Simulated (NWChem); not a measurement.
MIBC (C6H14O); SMILES C(C)(CC(O)C)C

```xyz
21

C      0.9614     2.4910    -0.0766
C      0.0689     1.3091     0.3266
C     -1.3869     1.5658    -0.0855
C      0.6404    -0.0051    -0.2406
C      0.0755    -1.3086     0.3297
C      0.9149    -2.5219    -0.0786
O     -1.2692    -1.4557    -0.1311
H      0.5827     3.4449     0.3442
H      0.9884     2.6036    -1.1817
H      2.0068     2.3573     0.2710
H      0.1016     1.2251     1.4386
H     -1.7679     2.5031     0.3703
H     -1.4630     1.6744    -1.1888
H     -2.0438     0.7264     0.2066
H      1.7365    -0.0169    -0.0577
H      0.5086    -0.0271    -1.3465
H      0.0924    -1.2262     1.4478
H      1.9551    -2.4462     0.2985
H      0.4806    -3.4596     0.3289
H      0.9456    -2.6122    -1.1837
H     -1.6151    -2.2825     0.2514
```
Atoms are numbered in this order, from 1.

Computed with NWChem. Geometry: optimised at PBE-D3(BJ)/def2-SVP. Not confirmed as a minimum by frequencies.

### Question
Order these by “highest occupied level (eV)”, lowest first: PBE/def2-TZVP; PBE/def2-SVP; PBE/def2-SVPD.

### Answer
PBE/def2-SVPD (-6.23), PBE/def2-TZVP (-6.13), PBE/def2-SVP (-5.87)
